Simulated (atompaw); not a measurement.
# B (Z = 5): variants of one PAW (atompaw) potential

Base potential:

```
Element                 : B (Z = 5)
Generator               : atompaw 4.2.0.5
Type                    : PAW
Functional              : PBE
Relativity              : scalar-relativistic
Frozen core             : [He]
Valence charge          : 3
Reference configuration : 2s2 2p1
Partial waves           : 2s (bound); 2s channel at 0.45 Ry; 2p (bound); 2p channel at 4.2 Ry
Local potential         : vpsmatchnc scheme with l = 2 at 0 Ry, radius 1.95 bohr
Core correction         : smooth core density matched at 1.85 bohr
Augmentation charge     : sinc compensation charge, radius 2.40 bohr; PAW radius 3.00 bohr; waves and projectors: bloechl
```

Cutoffs, loose and tight: the cutoffs (Ry, on a coarse ladder) from which the occupation-weighted sum of valence levels, in a spherical-Bessel basis at the reference potential, stays within 10 and 1 mRy of its value at 400 Ry. They see the waves, projectors and local potential, not the compensation charge or the core. A dash means not determined.

| change | outcome | cutoff, loose | cutoff, tight | bound ghosts |
| --- | --- | --- | --- | --- |
| base | generated | 21 Ry | 30 Ry | none |
| all radii scaled by about 0.86 (s 2.58, p 2.58 bohr); local potential vpsmatchnc scheme with l = 2 at 0 Ry, radius 1.68 bohr; augmentation sinc compensation charge, radius 2.06 bohr; PAW radius 2.58 bohr; waves and projectors: bloechl; core correction smooth core density matched at 1.60 bohr | generated | 25 Ry | 40 Ry | none |
| all radii scaled by about 0.93 (s 2.80, p 2.80 bohr); local potential vpsmatchnc scheme with l = 2 at 0 Ry, radius 1.82 bohr; augmentation sinc compensation charge, radius 2.24 bohr; PAW radius 2.80 bohr; waves and projectors: bloechl; core correction smooth core density matched at 1.72 bohr | failed: atompaw: terminating projector 1000 | – | – | – |
| all radii scaled by about 1.10 (s 3.30, p 3.30 bohr); local potential vpsmatchnc scheme with l = 2 at 0 Ry, radius 2.14 bohr; augmentation sinc compensation charge, radius 2.64 bohr; PAW radius 3.30 bohr; waves and projectors: bloechl; core correction smooth core density matched at 2.04 bohr | generated | 18 Ry | 30 Ry | none |
| all radii scaled by about 1.21 (s 3.62, p 3.62 bohr); local potential vpsmatchnc scheme with l = 2 at 0 Ry, radius 2.36 bohr; augmentation sinc compensation charge, radius 2.90 bohr; PAW radius 3.62 bohr; waves and projectors: bloechl; core correction smooth core density matched at 2.24 bohr | generated | 18 Ry | 25 Ry | none |
| all radii scaled by about 1.29 (s 3.86, p 3.86 bohr); local potential vpsmatchnc scheme with l = 2 at 0 Ry, radius 2.50 bohr; augmentation sinc compensation charge, radius 3.08 bohr; PAW radius 3.86 bohr; waves and projectors: bloechl; core correction smooth core density matched at 2.38 bohr | generated | 15 Ry | 21 Ry | none |

(1) What comes out with this change to the base: all radii scaled by about 0.75 (s 2.26, p 2.26 bohr); local potential vpsmatchnc scheme with l = 2 at 0 Ry, radius 1.48 bohr; augmentation sinc compensation charge, radius 1.82 bohr; PAW radius 2.26 bohr; waves and projectors: bloechl; core correction smooth core density matched at 1.40 bohr?

Results:

(1) outcome: generated; cutoff, loose: 30 Ry; cutoff, tight: 45 Ry; bound ghosts: none.

Reading the sweep of the scale of all radii (base = 1) (base included, trends over the rows without a ghost): The loose cutoff falls from 30 Ry at 0.75 to 15 Ry at 1.29. A larger radius leaves more room for a smooth pseudo-wave, so fewer plane waves are needed; a smaller one forces it to follow the all-electron wave where it bends sharply. The generation fails at 0.93.
